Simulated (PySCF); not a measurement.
# Working out the excitation energy of Kr²⁺

Kr²⁺ [Ar] 3d10 4s2 4p4 (3P) → Kr²⁺ [Ar] 3d10 4s1 4p4 4d1 (high-spin determinant). All numbers are calculated (PySCF 2.14, scalar relativity through the core potential, in aug-cc-pVTZ-PP with ECP10MDF (6s5p4d2f, 55 functions)). Frozen: 3s2 3p6 3d10. Energies in hartree (1 hartree = 27.21139 eV):

```csv
part,Kr²⁺ (lower),Kr²⁺ (upper)
UHF,-460.864347,-459.740353
CCSD correlation,-0.129571,-0.137714
(T),-0.003082,-0.009567
```

Question: What does Hartree-Fock give?

Answer: (-459.740353) − (-460.864347) = 1.123994 hartree = 30.585 eV.

Question: What do CCSD and CCSD(T) give?

Answer: The CCSD correlation energies differ by -0.008143 hartree = -0.222 eV and the triples by -0.006485 hartree = -0.176 eV, so CCSD gives 30.363 eV and CCSD(T) 30.187 eV.

One determinant mixes LS terms, so it does not stand for a single term.

The coupled-cluster amplitudes are large, so a single reference is strained.
